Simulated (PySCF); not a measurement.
Sn(F)2(OH)(NH2) (F2H3NOSn), SMILES [NH2][Sn]([OH])([F])[F].

Geometry: PBE-D3(BJ)/def2-SVP. The geometry has at least one imaginary mode, so it is a saddle point at that level. The structure was generated by enumeration; whether it is a known compound was not checked. The def2 effective core potentials stand for the cores of Sn; spin–orbit coupling is left out. One conformer was computed; it need not be the lowest.

Computed with PBE0/def2-TZVP (PySCF).

Computed frontier levels, gap, dipole moment and polarisability:
| Item | Value |
|---|---|
| highest occupied level | -8.94 eV |
| lowest empty level | -2.50 eV |
| orbital gap | 6.44 eV |
| dipole moment | 2.35 D |
| quadrupole, principal values (traceless, Buckingham form, about the centre of nuclear charge) | -10.94, -4.46, 15.40 D·Å |
| mean static polarisability | 46.1 bohr³ (6.83 Å³) |
| polarisability, principal values | 40.2, 45.4, 52.7 bohr³ |
